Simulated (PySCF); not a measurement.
Precursor series Zr NH2-Br. All species are isolated molecules in the gas phase. One relaxed conformer stands for each flexible species; it need not be the lowest.

Computed with PBE-D3(BJ)/def2-TZVP // r2SCAN-D4/def2-SVP in PySCF. All candidates: neutral, multiplicity 1. 

| Item | Result |
|---|---|
| LUMO | -0.82 eV |
| HOMO–LUMO gap | 4.53 eV |
| HOMO | -5.34 eV |

Task: Say which member has these values.
(A) [Zr(NH2)2(Br)2]
(B) [Zr(NH2)4]
(C) [Zr(Br)4]

Result: B, [Zr(NH2)4]. The others give [Zr(NH2)2(Br)2]: -2.44 eV, 3.97 eV, -6.41 eV; [Zr(Br)4]: -3.61 eV, 4.05 eV, -7.66 eV
